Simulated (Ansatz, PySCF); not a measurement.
3,4-dichlorobuta-1,2-diene (C₄H₄Cl₂), SMILES C(Cl)(=C=C)CCl. Atoms are numbered in the order given.

```xyz
10

C      2.3811    -0.2228    -1.7020
C      1.2973    -0.3142    -0.9765
C      0.1981    -0.3970    -0.2657
Cl     0.1388    -1.4103     1.1717
C     -1.0674     0.3315    -0.5877
Cl    -1.4498     1.6090     0.6390
H      2.5655    -0.9005    -2.5440
H      3.1460     0.5336    -1.4891
H     -1.9218    -0.3586    -0.5956
H     -0.9803     0.8275    -1.5619
```
Charge 0, spin multiplicity 1.

Geometry optimised at B3LYP-D3(BJ)/def2-SVP. One conformer was computed; it need not be the lowest.

Two levels are set side by side: PBE-D3(BJ)/def2-SVP (Ansatz, a first-principles code) and B3LYP-D3(BJ)/def2-SVP (Ansatz). Each level has its own optimised geometry; the coordinates shown are those of the second. Frequencies come from the Hessian of PySCF at each geometry. Differences are taken from unrounded values.

```tsv
quantity	B3LYP-D3(BJ)	PBE-D3(BJ)	PBE-D3(BJ) minus B3LYP-D3(BJ)
mean bond length (Å)	1.342	1.347	0.006
bond C1–C2 (Å)	1.307	1.315	0.008
bond C2–C3 (Å)	1.312	1.321	0.010
bond C3–Cl4 (Å)	1.760	1.758	-0.001
bond C3–C5 (Å)	1.495	1.497	0.002
bond C5–Cl6 (Å)	1.812	1.811	-0.001
bond C1–H7 (Å)	1.097	1.105	0.008
bond C1–H8 (Å)	1.097	1.105	0.008
bond C5–H9 (Å)	1.098	1.108	0.009
bond C5–H10 (Å)	1.097	1.106	0.009
highest harmonic wavenumber (cm⁻¹)	3197	3130	-67
mean harmonic wavenumber (cm⁻¹)	1213	1178	-35
zero-point energy (kcal/mol)	41.63	40.42	-1.21
```

GGA bonds tend to be longer and softer than those of functionals with exact exchange. Differences between two approximate levels are no errors against the true value.
